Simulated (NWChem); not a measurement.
# Correlation energy of HClSi

```xyz
3

Si    -0.7507    -0.8137     0.0000
H      0.3276    -1.9106     0.0000
Cl     0.5989     0.7825     0.0000
```
Charge 0, spin multiplicity 1.

Everything below was run with NWChem. Structure: optimised with PBE0/def2-SVP, a minimum by its harmonic frequencies.

Basis set: cc-pVDZ. Each correlation energy counts from its own Hartree-Fock reference.

```
method        correlation energy (mHa)  difference from CCSD(T)
------------  ------------------------  -----------------------
RI-MP2                          -215.0                    +37.6
MP2                             -215.0                    +37.6
SCS-MP2                         -215.1                    +37.5
CR-CCSD[T]                      -251.7                     +0.9
CR-CCSD(T)                      -251.5                     +1.1
CCSD                            -246.6                     +6.1
CCSD+T(CCSD)                    -252.9                     -0.2
CCSD(T)                         -252.6                      0.0
CCSDT                           -253.4                     -0.8
```

The values span 38.4 mHa, from CCSDT (lowest) to MP2 (highest). 

The correlated methods keep 10 core orbitals frozen. The structure started from a generated list of species. Coupled-cluster values serve here as a point of comparison, not as the truth.
